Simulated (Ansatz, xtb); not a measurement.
Molecule: GeBr2 (charge -1, doublet). SMILES of the parent species: [Br][Ge][Br]
Geometry from a B3LYP-D3(BJ)/def2-TZVP (Ansatz, an electronic-structure program) optimisation:
```
Ge
Br 1 2.5363
Br 1 2.5363 2 101.18
```
Charge -1, spin multiplicity 2.

Harmonic wavenumbers from GFN2-xTB (xtb, at its own minimum), cm⁻¹: 57, 174, 208.

Give the harmonic wavenumbers at B3LYP-D3(BJ)/def2-TZVP (Ansatz, finite differences of forces, unscaled).

71, 191, 213 cm⁻¹. Zero-point energy 0.7 kcal/mol.

From these and the geometry, give the ideal-gas thermochemistry at 298.15 K and 1 atm (rigid rotor, harmonic oscillator).

Point group C2v, rotational symmetry number 2. Rotational constants 3.903, 0.8236, 0.6801 GHz. S(trans) 42.23, S(rot) 28.00, S(vib) 8.37, S(elec, spin only) 1.38, S 80.0 cal/(mol K). H(298) - H(0) 3.57 kcal/mol; G - E(el) -19.6 kcal/mol.
